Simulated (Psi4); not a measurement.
C$_{7}$H$_{13}$O (SMILES [CH2]CCCCC(C)=O), doublet, at a GFN2-xTB geometry, atoms displaced at random by about 0.002 Å a coordinate; HF/6-31G (Psi4 1.11).

Psi4 was given this input:
```
memory 2 GB

molecule mol {
0 2
C     3.842567    0.333172   -0.313045
C     2.443095   -0.108924   -0.384339
C     1.633321    0.262381    0.859199
C     0.212961   -0.297765    0.854753
C    -0.685941    0.341358   -0.201782
C    -2.100741   -0.194826   -0.161766
C    -3.090150    0.603920   -0.970885
O    -2.419526   -1.170796    0.467122
H     4.302846    0.539890    0.634984
H     4.448154    0.363568   -1.194590
H     2.392596   -1.203012   -0.513912
H     1.970138    0.308893   -1.285664
H     2.152425   -0.124733    1.740375
H     1.592869    1.350148    0.954079
H     0.240664   -1.376782    0.683909
H    -0.238087   -0.140812    1.837620
H    -0.300381    0.146183   -1.203778
H    -0.713341    1.430995   -0.070702
H    -3.998486    0.034210   -1.122286
H    -3.336951    1.512858   -0.423287
H    -2.666057    0.892865   -1.934224
}

set {
  basis 6-31g
  reference uhf
}

energy('scf')
print_variables()
```

### Question
Write the output that Psi4 gives for this input, abridged.

### Answer

```
   => Loading Basis Set <=

    Name: 6-31G
    Role: ORBITAL
    Keyword: BASIS

         ---------------------------------------------------------
                                   SCF
               by Justin Turney, Rob Parrish, Andy Simmonett
                          and Daniel G. A. Smith
                              UHF Reference
         ---------------------------------------------------------

  ==> Geometry <==

    Molecular point group: c1
    Full point group: C1

    Geometry (in Angstrom), charge = 0, multiplicity = 2:

       Center              X                  Y                   Z               Mass
    ------------   -----------------  -----------------  -----------------  -----------------
         C            3.893378682872     0.365812211634    -0.328473156800    12.000000000000
         C            2.493906682872    -0.076283788366    -0.399767156800    12.000000000000
         C            1.684132682872     0.295021211634     0.843770843200    12.000000000000
         C            0.263772682872    -0.265124788366     0.839324843200    12.000000000000
         C           -0.635129317128     0.373998211634    -0.217210156800    12.000000000000
         C           -2.049929317128    -0.162185788366    -0.177194156800    12.000000000000
         C           -3.039338317128     0.636560211634    -0.986313156800    12.000000000000
         O           -2.368714317128    -1.138155788366     0.451693843200    15.994914619570
         H            4.353657682872     0.572530211634     0.619555843200     1.007825032230
         H            4.498965682872     0.396208211634    -1.210018156800     1.007825032230
         H            2.443407682872    -1.170371788366    -0.529340156800     1.007825032230
         H            2.020949682872     0.341533211634    -1.301092156800     1.007825032230
         H            2.203236682872    -0.092092788366     1.724946843200     1.007825032230
         H            1.643680682872     1.382788211634     0.938650843200     1.007825032230
         H            0.291475682872    -1.344141788366     0.668480843200     1.007825032230
         H           -0.187275317128    -0.108171788366     1.822191843200     1.007825032230
         H           -0.249569317128     0.178823211634    -1.219206156800     1.007825032230
         H           -0.662529317128     1.463635211634    -0.086130156800     1.007825032230
[...]
   @DF-UHF iter  10:  -347.31645355190142   -9.41991e-08   1.11047e-06 DIIS
   @DF-UHF iter  11:  -347.31645357526043   -2.33590e-08   4.69007e-07 DIIS
  Energy and wave function converged.

  ==> Post-Iterations <==

   @Spin Contamination Metric:   1.302348253E-02
   @S^2 Expected:                7.500000000E-01
   @S^2 Observed:                7.630234825E-01
   @S   Expected:                5.000000000E-01
   @S   Observed:                5.000000000E-01

    Orbital Energies [Eh]
    ---------------------

    Alpha Occupied:

[...]
    Alpha Virtual:

[...]
    Beta Occupied:

[...]
      31A     -0.403088

    Beta Virtual:

[...]
      98A      2.145298

    Final Occupation by Irrep:
              A
    DOCC [    31 ]
    SOCC [     1 ]
    NA   [    32 ]
    NB   [    31 ]

  @DF-UHF Final Energy:  -347.31645357526043

   => Energetics <=

    Nuclear Repulsion Energy =            363.6442793823899819
    One-Electron Energy =               -1190.9295068574965626
    Two-Electron Energy =                 479.9687738998461555
    Total Energy =                       -347.3164535752604252

  UHF NO Occupations:
  HONO-2 :   30  A 1.9987378
  HONO-1 :   31  A 1.9967189
  HONO-0 :   32  A 1.0000000
  LUNO+0 :   33  A 0.0032811
  LUNO+1 :   34  A 0.0012622
  LUNO+2 :   35  A 0.0010492
  LUNO+3 :   36  A 0.0007746

Computation Completed

Properties will be evaluated at   0.000000,   0.000000,   0.000000 [a0]

Properties computed using the SCF density matrix

 Multipole Moments:

 ------------------------------------------------------------------------------------
     Multipole            Electronic (a.u.)      Nuclear  (a.u.)        Total (a.u.)
 ------------------------------------------------------------------------------------

 L = 1.  Multiply by 2.5417464519 to convert [e a0] to [Debye]
 Dipole X            :         -5.7281911            6.0886768            0.3604857
 Dipole Y            :         -2.8738655            3.8930859            1.0192204
 Dipole Z            :          1.3149781           -1.9646800           -0.6497019
 Magnitude           :                                                    1.2612981

 ------------------------------------------------------------------------------------

  Variable Map:
  ----------------------------------------------------------------------------
[...]
  Array Variable Map:
  ----------------------------------------------------------------------------
[...]
[...]
```
